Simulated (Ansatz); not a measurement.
`C[SiH2]C[AsH2]` + CH₃NH₂ → `CNC[AsH2]` + `C[SiH3]`  (substitution at a C–Si bond)

Computed with Ansatz on PBE0-D4/def2-TZVP structures; ΔE is electronic, products minus reactants. CCSD(T)/CBS adds triple-zeta CCSD(T) − MP2 to the extrapolated MP2 energy (def2 sets, frozen cores). This one scheme is used for every species. Functionals use def2-TZVPP. B3LYP here is the variant with VWN-RPA as its local correlation; programs differ in this. For As outer-core shells are correlated without core-valence functions, which leaves a few kJ/mol of doubt a bond. Scalar relativity is left out up to krypton. One conformer a species, not always the lowest.

`C[SiH2]C[AsH2]`:

Z-matrix (Å, degrees):
```
C
Si 1 1.870
H 1 1.093 2 110.8
H 1 1.093 2 111.2 3 120.1
H 1 1.092 2 110.7 3 -119.8
C 2 1.874 1 111.6 3 -59.6
H 2 1.491 1 109.9 3 179.8
H 2 1.491 1 109.8 3 61.5
As 6 1.979 2 112.6 1 -55.4
H 6 1.094 2 109.4 1 62.9
H 6 1.091 2 109.9 1 -178.7
H 9 1.524 6 96.5 2 -156.0
H 9 1.525 6 95.7 2 -63.3
```

CH₃NH₂:

Cartesian coordinates in Å:
```
C 0.132 0.299 0.465
N -0.013 -0.248 -0.873
H -0.420 -0.233 1.254
H -0.203 1.339 0.469
H 1.188 0.303 0.742
H -0.985 -0.251 -1.154
H 0.301 -1.210 -0.901
```

`CNC[AsH2]`:

Z-matrix (Å, degrees):
```
C
N 1 1.448
H 1 1.092 2 109.7
H 1 1.093 2 109.5 3 -117.8
H 1 1.103 2 113.9 3 121.7
C 2 1.440 1 113.0 3 -177.1
H 2 1.012 1 110.5 3 -53.3
As 6 1.973 2 114.3 1 175.7
H 6 1.095 2 109.3 1 -65.6
H 6 1.104 2 114.1 1 53.4
H 8 1.522 6 94.8 2 40.3
H 8 1.527 6 94.5 2 -52.3
```

`C[SiH3]`:

Z-matrix (Å, degrees):
```
C
Si 1 1.871
H 1 1.092 2 110.8
H 1 1.092 2 110.8 3 -120.0
H 1 1.092 2 110.8 3 120.0
H 2 1.488 1 110.7 3 -179.9
H 2 1.488 1 110.7 3 -59.9
H 2 1.488 1 110.7 3 60.1
```

```
             level  ΔE (kcal/mol)  difference from CCSD(T)/CBS
         r2SCAN-D4           16.0                         -0.7
           PBE0-D4           16.1                         -0.6
          B3LYP-D4           15.5                         -1.2
           ωB97M-V           16.3                         -0.4
            B2PLYP           15.3                         -1.4
               PBE           14.7                         -2.0
            r2SCAN           15.8                         -0.9
              PBE0           15.5                         -1.2
     HF/def2-TZVPP           14.7                         -2.0
    MP2/def2-TZVPP           16.8                          0.1
SCS-MP2/def2-TZVPP           15.8                         -0.9
CCSD(T)/def2-TZVPP           15.9                         -0.8
SCS-MP2/def2-QZVPP           16.3                         -0.4
      HF/CBS(def2)           14.8                         -1.9
     MP2/CBS(def2)           17.5                          0.8
    CCSD/CBS(def2)           16.7                          0.0
       CCSD(T)/CBS           16.7                            0
```

Largest T1 diagnostic among the species: 0.011.

The D4 term adds +1.1 kcal/mol with B3LYP and +0.6 kcal/mol with PBE0; it sums over pairs of atoms, weighted by their polarisabilities, and B3LYP, whose exchange is more repulsive, gets the larger term. From PBE to PBE0 (25 % exact exchange), in def2-TZVPP and without D4, ΔE moves by +0.8 kcal/mol. In def2-TZVPP, CCSD(T) changes the Hartree–Fock value by +1.2 kcal/mol (the triples alone add +0.0 kcal/mol) and MP2 by +2.0 kcal/mol.
